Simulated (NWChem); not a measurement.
# Lowest excitation of silylarsine (H5AsSi)

```xyz
7

Si     1.5569    -0.2999     0.0000
As    -0.7829     0.2106     0.0000
H      2.1686     0.3168     1.2132
H      2.1686     0.3168    -1.2132
H      1.8473    -1.7633     0.0000
H     -1.0721    -0.8105     1.1036
H     -1.0721    -0.8105    -1.1036
```
Charge 0, spin multiplicity 1.

Program: NWChem. The geometry was optimised at B3LYP/def2-SVP, a minimum by its harmonic frequencies.

Basis set: def2-SVP. CR-EOMCCSD(T) is the triples correction to the same EOM-CCSD root.

| method | lowest vertical singlet excitation energy (eV) | difference from EOM-CCSD |
|---|---|---|
| TD-PBE0 | 6.72 | -0.28 |
| CIS | 7.15 | +0.16 |
| TD-PBE | 6.49 | -0.50 |
| CR-EOMCCSD(T) | 6.87 | -0.12 |
| TD-B3LYP | 6.63 | -0.36 |
| EOM-CCSD | 6.99 | 0.00 |

The values span 0.65 eV, from TD-PBE (lowest) to CIS (highest). 

The Hamiltonian is non-relativistic. The correlated methods keep 14 core orbitals frozen. B3LYP has NWChem's definition, with VWN1-RPA local correlation. No row is a measurement; the coupled-cluster row has its own basis-set and correlation limits.
